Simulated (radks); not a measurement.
The numbers below are computed, except where a source is named.
Valence configurations of V II (all share [Ar]). Code: a radial shooting solver on a logarithmic mesh with Libxc functionals. Model: non-relativistic Kohn-Sham, PBEsol, spin-unpolarised, spherical densities, point nucleus. Energies are relative to 3d4; eigenvalues in eV.

valence      E (eV)    e(3d)    e(4p)    e(4s)
3d4           0.000   -9.001        -        -
3d3.5 4s0.5   0.120  -10.765        -  -10.000
3d3 4s1       0.804  -12.813        -  -10.801
3d3.5 4p0.5   2.016  -11.334   -6.565        -
3d2 4s2       4.354  -17.699        -  -12.448
3d3 4p1       4.821  -13.952   -7.446        -
3d2 4p2      13.413  -19.912   -9.061        -
3d1 4p3      26.814  -26.648  -10.570        -
4s2 4p2      34.481        -  -11.203  -16.797

NIST lists [Ar] 3d4 as the ground configuration; this level of theory agrees among the configurations tried. The energies are those of spherical spin-averaged densities, not of single terms.
